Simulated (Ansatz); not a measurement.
## Multireference treatment of CuHO, singlet

Calculated in Ansatz's Gaussian-basis code. Basis def2-SVP, nonrelativistic, 10 orbitals frozen in the corrections. State-specific CASSCF; RHF is the lowest restricted (open-shell) Hartree–Fock solution met. A minimal or small basis: far from the basis limit. Solutions may break the symmetry of the shape. No proof that the lowest CASSCF solution was found.

Geometry. A bond is stretched, to 1.34 times the sum of the covalent radii.

```xyz
3

Cu    0.0000    1.5220    2.1736
O     0.0000    0.0000    0.0000
H     0.0000    0.5460   -0.7798
```

**Question.** What do CASSCF and its corrections give against RHF in CAS(18,10), and what are the occupations?

**Answer.** CASSCF -1.190 eV, SC-NEVPT2 -11.624 eV; occupations 2.00, 2.00, 2.00, 2.00, 2.00, 2.00, 2.00, 2.00, 1.70, 0.30.
